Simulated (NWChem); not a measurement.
System: C4H6OSi; SMILES O=CCC#C[SiH3]

Excerpt of the output:

```
             Northwest Computational Chemistry Package (NWChem) 7.3.0
             --------------------------------------------------------

 CS  symmetry detected

                             Geometry "geometry" -> ""
                             -------------------------

 Output coordinates in angstroms (scale by  1.889725989 to convert to a.u.)

  No.       Tag          Charge          X              Y              Z
 ---- ---------------- ---------- -------------- -------------- --------------
    1 O                    8.0000     1.25955301     2.37693400     0.00000000
    2 C                    6.0000     0.07957515     2.63447668     0.00000000
    3 C                    6.0000    -1.05890522     1.60971357     0.00000000
    4 C                    6.0000    -0.65211540     0.21621788     0.00000000
    5 C                    6.0000    -0.28618631    -0.95828369     0.00000000
    6 Si                  14.0000     0.27475596    -2.70331688     0.00000000
    7 H                    1.0000    -0.30015661     3.70257573     0.00000000
    8 H                    1.0000    -1.70180960     1.84494434     0.88092600
    9 H                    1.0000    -1.70180960     1.84494434    -0.88092600
   10 H                    1.0000    -0.91686550    -3.62083266     0.00000000
   11 H                    1.0000     1.10171222    -2.97670708    -1.22502100
   12 H                    1.0000     1.10171222    -2.97670708     1.22502100

 Effective nuclear repulsion energy (a.u.)     233.2776154328

      Symmetry information
      --------------------

 Group name             Cs
 Group number              2
 Group order               2
 No. of unique centers    10

                                 NWChem DFT Module
                                 -----------------

 Summary of "ao basis" -> "ao basis" (spherical)
 ------------------------------------------------------------------------------
       Tag                 Description            Shells   Functions and Types
 ---------------- ------------------------------  ------  ---------------------
 O                         def2-svpd                 9       23   4s3p2d
 C                         def2-svpd                 8       20   4s2p2d
 Si                        def2-svpd                10       24   5s3p2d
 H                         def2-svpd                 4        8   2s2p

      Symmetry analysis of basis
      --------------------------

        a'        117
        a"         58

            General Information
            -------------------
          SCF calculation type: DFT
          Wavefunction type:  closed shell.
          No. of atoms     :    12
          No. of electrons :    52
           Alpha electrons :    26
            Beta electrons :    26
          Charge           :     0
          Spin multiplicity:     1
          Use of symmetry is: on ; symmetry adaption is: on
          Maximum number of iterations: 200
          AO basis - number of functions:   175
                     number of shells:    75
          Convergence on energy requested:  1.00D-06
          Convergence on density requested:  1.00D-05
          Convergence on gradient requested:  5.00D-04

              XC Information
              --------------
                         B3LYP Method XC Potential
                     Hartree-Fock (Exact) Exchange  0.200
                        Slater Exchange Functional  0.800 local
                    Becke 1988 Exchange Functional  0.720 non-local
              Lee-Yang-Parr Correlation Functional  0.810
                  VWN I RPA Correlation Functional  0.190 local

             Grid Information
             ----------------
          Grid used for XC integration:  medium
          Radial quadrature: Mura-Knowles
          Angular quadrature: Lebedev.
          Tag              B.-S. Rad. Rad. Pts. Rad. Cut. Ang. Pts.
          ---              ---------- --------- --------- ---------
          O                   0.60       49          15.0       434
          C                   0.70       49          15.0       434
          Si                  1.10       88          14.0       590
          H                   0.35       45          17.0       434
          Grid pruning is: on
          Number of quadrature shells:   513
          Spatial weights used:  Erf1

      Superposition of Atomic Density Guess
      -------------------------------------

 Sum of atomic energies:        -516.92905171

      Non-variational initial energy
      ------------------------------

 Total energy =    -519.826849
 1-e energy   =   -1171.176450
 2-e energy   =     418.071985
 HOMO         =      -0.309675
 LUMO         =      -0.025201

      Symmetry analysis of molecular orbitals - initial
      -------------------------------------------------

  Numbering of irreducible representations:

     1 a'          2 a"

  Orbital symmetries:

     1 a'          2 a'          3 a'          4 a'          5 a'
     6 a'          7 a'          8 a'          9 a"         10 a'
    11 a'         12 a'         13 a'         14 a'         15 a'
    16 a'         17 a'         18 a"         19 a'         20 a"
    21 a'         22 a'         23 a"         24 a'         25 a"
    26 a'         27 a"         28 a'         29 a"         30 a'
    31 a'         32 a'         33 a'         34 a"         35 a'
    36 a'

 ----------------------------------------------
         Quadratically convergent ROKS

 Convergence threshold     :          5.000E-04
 Maximum no. of iterations :          200
 Final Fock-matrix accuracy:          1.000E-08
 ----------------------------------------------

              iter       energy          gnorm     gmax       time
             ----- ------------------- --------- --------- --------
                 1     -520.2966096853  1.54D+00  4.05D-01      8.7
                 2     -520.4179364222  7.49D-01  9.91D-02     15.6
                 3     -520.4510201475  2.65D-02  4.33D-03     24.3
                 4     -520.4510871319  5.97D-04  1.38D-04     34.5
                 5     -520.4510871696  3.63D-05  6.02D-06     42.2

         Total DFT energy =     -520.451087169602
      One electron energy =    -1175.393193202900
           Coulomb energy =      464.674186196800
    Exchange-Corr. energy =      -43.009695596302
 Nuclear repulsion energy =      233.277615432800

 Numeric. integr. density =       52.000015783909

                       DFT Final Molecular Orbital Analysis
                       ------------------------------------

 Vector   24  Occ=2.000000D+00  E=-2.956423D-01  Symmetry=a'
              MO Center=  1.6D-01,  8.7D-01,  2.2D-14, r^2= 5.0D+00
   Bfn.  Coefficient  Atom+Function         Bfn.  Coefficient  Atom+Function
  ----- ------------  ---------------      ----- ------------  ---------------
     6      0.425345   1 O  py               68      0.309330   4 C  px
     9      0.282893   1 O  py               88      0.249619   5 C  px
    26     -0.163335   2 C  s                46      0.160579   3 C  s
   128     -0.153522   7 H  s

 Vector   25  Occ=2.000000D+00  E=-2.835312D-01  Symmetry=a"
              MO Center= -3.7D-01, -5.1D-01, -4.7D-13, r^2= 3.0D+00
   Bfn.  Coefficient  Atom+Function         Bfn.  Coefficient  Atom+Function
  ----- ------------  ---------------      ----- ------------  ---------------
    90      0.397699   5 C  pz               70      0.393675   4 C  pz
    93      0.216334   5 C  pz               73      0.183462   4 C  pz

 Vector   26  Occ=2.000000D+00  E=-2.759121D-01  Symmetry=a'
              MO Center=  8.6D-02,  9.8D-01, -2.1D-13, r^2= 5.0D+00
   Bfn.  Coefficient  Atom+Function         Bfn.  Coefficient  Atom+Function
  ----- ------------  ---------------      ----- ------------  ---------------
     6      0.366526   1 O  py               88     -0.281518   5 C  px
     9      0.255510   1 O  py               68     -0.242913   4 C  px
    27     -0.234407   2 C  s               128     -0.187810   7 H  s
    48      0.178913   3 C  px               46      0.166216   3 C  s

 Vector   27  Occ=0.000000D+00  E=-5.467199D-02  Symmetry=a"
              MO Center=  2.3D-01,  2.5D+00,  7.8D-13, r^2= 2.2D+00
   Bfn.  Coefficient  Atom+Function         Bfn.  Coefficient  Atom+Function
  ----- ------------  ---------------      ----- ------------  ---------------
    30      0.517712   2 C  pz                7     -0.413457   1 O  pz
    33      0.393460   2 C  pz               10     -0.334159   1 O  pz

 Vector   28  Occ=0.000000D+00  E=-1.842559D-02  Symmetry=a'
              MO Center= -5.0D-01, -4.2D-02, -2.3D-12, r^2= 7.5D+00
   Bfn.  Coefficient  Atom+Function         Bfn.  Coefficient  Atom+Function
  ----- ------------  ---------------      ----- ------------  ---------------
    27      1.423069   2 C  s                87      0.805097   5 C  s
    46      0.797690   3 C  s                 4     -0.702857   1 O  s
    67     -0.696837   4 C  s                47      0.662378   3 C  s
   129     -0.656628   7 H  s               107     -0.601011   6 Si s
    91     -0.366596   5 C  px               71      0.344106   4 C  px

 Vector   29  Occ=0.000000D+00  E=-1.300753D-02  Symmetry=a"
              MO Center= -4.2D-01, -7.2D-01, -6.1D-13, r^2= 5.4D+00
   Bfn.  Coefficient  Atom+Function         Bfn.  Coefficient  Atom+Function
  ----- ------------  ---------------      ----- ------------  ---------------
    73      0.386867   4 C  pz               93     -0.387389   5 C  pz
    70      0.378970   4 C  pz               90     -0.273355   5 C  pz
   126     -0.217103   6 Si d  1            117     -0.208866   6 Si pz

------------------------------------------------------------
EAF file 0: "./job.aoints.0" size=381681664 bytes
------------------------------------------------------------
               write      read    awrite     aread      wait
               -----      ----    ------     -----      ----
     calls:      728        18         0     13086     13086
   data(b): 3.82e+08  9.44e+06  0.00e+00  6.86e+09
   time(s): 0.00e+00  0.00e+00  0.00e+00  0.00e+00  0.00e+00
rate(mb/s): 0.00e+00  0.00e+00
------------------------------------------------------------

            General Information
            -------------------
          SCF calculation type: DFT
          Wavefunction type:  closed shell.
          No. of atoms     :    12
          No. of electrons :    52
           Alpha electrons :    26
            Beta electrons :    26
          Charge           :     0
          Spin multiplicity:     1
          Use of symmetry is: on ; symmetry adaption is: on
          Maximum number of iterations: 200
          AO basis - number of functions:   175
                     number of shells:    75
          Convergence on energy requested:  1.00D-06
          Convergence on density requested:  1.00D-05
          Convergence on gradient requested:  5.00D-04

              XC Information
              --------------
                         B3LYP Method XC Potential
                     Hartree-Fock (Exact) Exchange  0.200
                        Slater Exchange Functional  0.800 local
                    Becke 1988 Exchange Functional  0.720 non-local
              Lee-Yang-Parr Correlation Functional  0.810
                  VWN I RPA Correlation Functional  0.190 local

             Grid Information
             ----------------
          Grid used for XC integration:  medium
          Radial quadrature: Mura-Knowles
          Angular quadrature: Lebedev.
          Tag              B.-S. Rad. Rad. Pts. Rad. Cut. Ang. Pts.
          ---              ---------- --------- --------- ---------
          O                   0.60       49          15.0       434
          C                   0.70       49          15.0       434
          Si                  1.10       88          14.0       590
          H                   0.35       45          17.0       434
          Grid pruning is: on
          Number of quadrature shells:   513
          Spatial weights used:  Erf1

          Convergence Information
          -----------------------
          Convergence aids based upon iterative change in
          total energy or number of iterations.
          Levelshifting, if invoked, occurs when the
          HOMO/LUMO gap drops below (HL_TOL):  1.00D-02
          DIIS, if invoked, will attempt to extrapolate
          using up to (NFOCK): 10 stored Fock matrices.

                    Damping( 0%)  Levelshifting(0.5)       DIIS
                  --------------- ------------------- ---------------
          dE  on:    start            ASAP                start
          dE off:    2 iters        200 iters           200 iters

                            NWChem DFT Gradient Module
                            --------------------------

  charge          =   0.00
  wavefunction    = closed shell

  Using symmetry

                         DFT ENERGY GRADIENTS

    atom               coordinates                        gradient
                 x          y          z           x          y          z
   1 O       2.380210   4.491754   0.000000    0.012910  -0.003834   0.000000
   2 C       0.150375   4.978439   0.000000   -0.005056  -0.002330   0.000000
   3 C      -2.001041   3.041918   0.000000    0.004135  -0.006322   0.000000
   4 C      -1.232319   0.408593   0.000000   -0.007172   0.023283   0.000000
   5 C      -0.540814  -1.810894   0.000000    0.006976  -0.021062   0.000000
   6 Si      0.519213  -5.108528   0.000000   -0.002001   0.006280   0.000000
   7 H      -0.567214   6.996854   0.000000   -0.004579   0.007446   0.000000
   8 H      -3.215954   3.486439   1.664709   -0.003627   0.001443   0.004182
   9 H      -3.215954   3.486439  -1.664709   -0.003627   0.001443  -0.004182
  10 H      -1.732625  -6.842382   0.000000   -0.003869  -0.003556   0.000000
  11 H       2.081934  -5.625161  -2.314954    0.002955  -0.001395  -0.004139
  12 H       2.081934  -5.625161   2.314954    0.002955  -0.001395   0.004139
```

Level: B3LYP/def2-SVPD. All runs use the structure optimised with PBE-D3(BJ)/def2-SVP. B3LYP is NWChem's, with the RPA form of VWN correlation.

Question: Reconstruct the input file.

Answer: One answer among several that fit: the input that was run:
```
start job
memory heap 200 mb stack 900 mb global 1100 mb
geometry units angstroms noautoz
  O      1.278412     2.375642     0.000000
  C      0.100308     2.641625     0.000000
  C     -1.045479     1.625038     0.000000
  C     -0.648675     0.228666     0.000000
  C     -0.291163    -0.948425     0.000000
  Si     0.257273    -2.697429     0.000000
  H     -0.271768     3.712415     0.000000
  H     -1.686683     1.864865     0.880926
  H     -1.686683     1.864865    -0.880926
  H     -0.940886    -3.606391     0.000000
  H      1.082251    -2.976732    -1.225021
  H      1.082251    -2.976732     1.225021
end
basis spherical
  O library def2-svpd
  C library def2-svpd
  Si library def2-svpd
  H library def2-svpd
end
dft
  xc b3lyp
  iterations 200
  semidirect filesize 400000000
  cgmin
end
task dft gradient
```
